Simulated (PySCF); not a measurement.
# Which determinant of RbH lies lowest?

Unrestricted PBE0; PySCF, scalar-relativistic core potentials, basis sets Rb def2-SVPD with ECP28, H def2-SVPD. Outer shells of the fragments: Rb 5s1; H 1s1.

Followed along the bond (rough minima from three points):

```json
{"2Ms+1": "1", "unpaired": "none", "⟨S²⟩ at the start": "0.00", "R at minimum (Å)": "2.42", "Te (eV)": "0.00"}
{"2Ms+1": "3", "unpaired": "σ ↑↑", "⟨S²⟩ at the start": "2.00", "R at minimum (Å)": "none in the scan", "Te (eV)": "≤ 1.89"}
```

Solutions found at the starting distance of 2.380 Å, counted from the lowest of them; the search is not exhaustive and high or unbound solutions are not listed, so other states can lie among these:

```json
{"2Ms+1": "1", "unpaired": "none", "term": "¹Σ⁺", "E (eV)": "0.00", "⟨S²⟩": "0.00", "⟨Lz²⟩": "0.00", "μ (D)": "-7.95"}
{"2Ms+1": "3", "unpaired": "σ ↑↑", "term": "³Σ⁺", "E (eV)": "2.03", "⟨S²⟩": "2.00", "⟨Lz²⟩": "0.00", "μ (D)": "2.92"}
{"2Ms+1": "3", "unpaired": "σ ↑, π ↑", "term": "³Π", "E (eV)": "3.10", "⟨S²⟩": "2.00", "⟨Lz²⟩": "1.00", "μ (D)": "-1.40"}
{"2Ms+1": "1", "unpaired": "σ ↑, π ↓", "term": "mixed", "E (eV)": "3.14", "⟨S²⟩": "1.00", "⟨Lz²⟩": "1.00", "μ (D)": "-0.61"}
{"2Ms+1": "3", "unpaired": "σ ↑, δ ↑", "term": "³Δ", "E (eV)": "4.07", "⟨S²⟩": "2.00", "⟨Lz²⟩": "4.00", "μ (D)": "0.20"}
{"2Ms+1": "1", "unpaired": "σ ↑, δ ↓", "term": "mixed", "E (eV)": "4.08", "⟨S²⟩": "1.00", "⟨Lz²⟩": "4.00", "μ (D)": "0.20"}
```

A term symbol is given only where ⟨S²⟩ and ⟨Lz²⟩ are close to those of a pure state; real π, δ and φ orbitals otherwise mix terms. A positive dipole means Rb(−)H(+).

The measured ground state is X ¹Σ+ (Huber and Herzberg, Constants of Diatomic Molecules (1979)).

Counting both spins, an empty level lies below a filled one in some of these solutions, because spin and occupation are held.
